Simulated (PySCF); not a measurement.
C5H10O2, SMILES COCCC(C)=O, GFN2-xTB optimised geometry.

```
17

C      2.20    -0.49     0.00
O      0.80    -0.49     0.00
C      0.24     0.81     0.00
C     -1.28     0.71    -0.07
C     -1.69     0.22    -1.45
C     -1.77    -1.27    -1.58
O     -1.88     0.98    -2.37
H      2.51    -1.53     0.00
H      2.60     0.01    -0.89
H      2.60     0.02     0.89
H      0.62     1.39    -0.86
H      0.54     1.34     0.92
H     -1.63     0.03     0.70
H     -1.70     1.71     0.09
H     -2.60    -1.64    -0.97
H     -0.85    -1.71    -1.19
H     -1.92    -1.56    -2.61
```

Density from B3LYP/def2-SVP (PySCF) at that geometry.

Minimum of the electron density along straight lines between bonded atoms, close to the bond critical point (lines longer than 1.1 times the sum of covalent radii, or with two minima, are not listed):

```csv
bond,length / Å,ρ at the minimum / e bohr⁻³,∇²ρ there / e bohr⁻⁵,position (fraction from the first atom)
C1–O2,1.404,0.262,?,0.34
O2–C3,1.410,0.262,?,0.66
C3–C4,1.531,0.244,-0.57,0.51
C4–C5,1.520,0.256,-0.61,0.49
C5–C6,1.500,0.263,-0.64,0.51
C5–O7,1.204,0.413,?,0.33
C1–H8,1.088,0.285,-1.11,0.64
C1–H9,1.097,0.279,-1.04,0.63
C1–H10,1.097,0.279,-1.04,0.63
C3–H11,1.101,0.280,-1.04,0.63
C3–H12,1.102,0.278,-1.03,0.63
C4–H13,1.089,0.278,-1.02,0.63
C4–H14,1.090,0.277,-1.02,0.63
C6–H15,1.089,0.273,-0.99,0.62
C6–H16,1.088,0.277,-1.04,0.64
C6–H17,1.087,0.278,-1.04,0.63
```

Task: Fill in the missing entries.

Result: 
- C1–O2, ∇²ρ there / e bohr⁻⁵: -0.43
- O2–C3, ∇²ρ there / e bohr⁻⁵: -0.47
- C5–O7, ∇²ρ there / e bohr⁻⁵: 0.48
